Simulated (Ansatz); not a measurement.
Ideal-gas functions of F$_{3}$GeH$_{3}$Sn (`[F][Sn]([F])([F])[GeH3]`) at 600 K and 1 bar, from an Ansatz frequency run at PBE0-D4/def2-TZVP.

Molar mass 251.34 g/mol, point group C3v (symmetry number 3), electronic degeneracy 1, moments of inertia 175.94, 550.187, 550.197 u Å². Harmonic wavenumbers (cm⁻¹, unscaled): 43, 75, 76, 171, 172, 175, 237, 470, 470, 633, 639, 639, 762, 869, 869, 2186, 2208, 2208.

Use S(trans) = R[1.5 ln M + 2.5 ln T − 1.1517]; rotational temperatures θ = 24.2544 K / I; S(rot) = R[ln(√π/σ · √(T³/θAθBθC)) + 1.5]; for each mode x = 1.438777 ν̃/T, S = R[x/(eˣ − 1) − ln(1 − e⁻ˣ)] and H = RT x/(eˣ − 1); 1 cm⁻¹ = 0.0119627 kJ/mol; R = 8.31446 J/(mol·K).

Task: By hand: the entropy, in J/(mol·K).

Result: Translation 192.3. Rotation: θ = 0.1379, 0.0441, 0.0441 K, giving 122.1. Vibration, mode by mode: 27.21, 22.59, 22.48, 15.78, 15.74, 15.60, 13.12, 7.75, 7.75, 5.60, 5.53, 5.53, 4.37, 3.57, 3.57, 0.28, 0.26, 0.26, in all 177.0. Electronic 0.0. Sum 491.4 J/(mol·K).

Task: By hand: H − E and G − E in kJ/mol, counted from the electronic energy.

Result: Zero-point energy ½ × 12902 × 0.0119627 = 77.2; thermal vibration 46.5; translation, rotation and pV give 4 RT = 20.0. H − E = 143.7 kJ/mol, and G − E = 143.7 − 600 × 491.4/1000 = -151.1 kJ/mol.

Vibration gives 36 % of the entropy, 72.3 J/(mol·K) of it from the modes under 150 cm⁻¹: soft modes count most, and the harmonic formula is weakest for them.
